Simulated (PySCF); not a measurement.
# Electron affinity of As by level of theory

As⁻ [Ar] 3d10 4s2 4p4 (3P) → As [Ar] 3d10 4s2 4p3 (4S), as a difference of total energies. Calculation: PySCF 2.14, in x2c-TZVPPall with one added diffuse shell each of s, p, d type (7s6p5d1f, 57 functions); the spin-free X2C one-electron Hamiltonian (Gaussian nucleus). Correlated levels: valence: [Ar] 3d10 frozen; valence and next inner shell: [Ne] frozen. The calculations carry no spin-orbit coupling.

Q: Order these methods by the electron affinity they give, lowest first.
A. HSE06
B. SCS-MP2 (valence)
C. MP2 (valence and next inner shell)
D. PBEsol

A: C (0.435 eV), B (0.466 eV), A (0.805 eV), D (0.830 eV).

A first-order spin-orbit estimate (lowest level to lowest level, LS coupling) adds 0.067 eV.

Errors of the correlated levels include the incompleteness of this basis and the frozen core.

A negative affinity means that the anion lies above the atom at that level of theory.

In the anion the highest occupied orbital energy is positive at LDA, PBE, PBE0, r2SCAN, PBEsol, BHandHLYP, HSE06, a self-interaction effect; the basis confines that electron, and the energy difference can still be sensible.

For comparison: 0.804 eV (measured; photodetachment measurements, as compiled on the Wikipedia data page of electron affinities).
